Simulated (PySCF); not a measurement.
Compound: C8H8N (charge +1).
SMILES with atom numbers: `[CH:1]#[C:2][c:3]1[cH:4][cH:5][n+:6]([CH3:7])[cH:8][cH:9]1` (hydrogens: H10 on C1; H11 on C4; H12 on C5; H13, H14, H15 on C7; H16 on C8; H17 on C9)

Method used: PySCF, BHandHLYP/def2-SV(P) geometry optimisation, gas phase.

Task: List the bond lengths and angles at this level.

Result: 
```csv
bond,length (bohr)
C1≡C2,2.269
C2–C3,2.681
"C3–C4, C3–C9",2.650
"C4–C5, C8–C9",2.594
"C5–N6, N6–C8",2.539
N6–C7,2.777
C1–H10,2.024
"C4–H11, C9–H17",2.047
"C5–H12, C8–H16",2.048
"C7–H13, C7–H14, C7–H15",2.062
```

Bonds in one row agree within 0.02 bohr and their mean is given. A selection of angles:
```csv
angle,degrees
C2–C1–H10,179.8
C1–C2–C3,179.7
C2–C3–C4,121.1
C4–C3–C9,117.8
C3–C4–C5,119.7
C3–C4–H11,120.8
C5–C4–H11,119.5
C4–C5–N6,121.3
C4–C5–H12,121.9
N6–C5–H12,116.8
C5–N6–C7,120.7
C5–N6–C8,120.2
C7–N6–C8,119.1
N6–C7–H13,109.4
H13–C7–H14,109.5
N6–C8–H16,116.4
```

The 3 C–N bonds span 1.342 Å (C5–N6, aromatic) to 1.470 Å (N6–C7, drawn single), a spread of 0.128 Å. N6 (pyridinium-type nitrogen) is planar (angles 120.7°, 120.2° and 119.1°, sum 360.0°, 0.00 Å off the plane of its three neighbours). The 9 heavy atoms lie in one plane (0.002 Å rms). C3 (substituted aromatic carbon) is planar (angles 121.1°, 121.1° and 117.8°, sum 360.0°, 0.00 Å off the plane of its three neighbours). C5 (aromatic CH next to a ring nitrogen) is planar (angles 121.9°, 121.3° and 116.8°, sum 360.0°, 0.00 Å off the plane of its three neighbours). Of the pairs four or more bonds apart, H12···H14 is among the closest relative to their van der Waals radii: 2.19 Å, 91 % of the sum of Bondi's values. The 6-membered ring C3–C4–C5–N6–C8–C9 has internal angles of 117.8° to 121.5°; it is planar, 0.00 Å rms from its mean plane, widest ring torsion 0°.

Point group: near Cs, missed by 0.13 Å at most; the miss may be what the optimiser left on a soft mode. Stationary, but not proved a minimum. Geometry: BHandHLYP/def2-SV(P); no solvent, vibrations or thermal averaging.
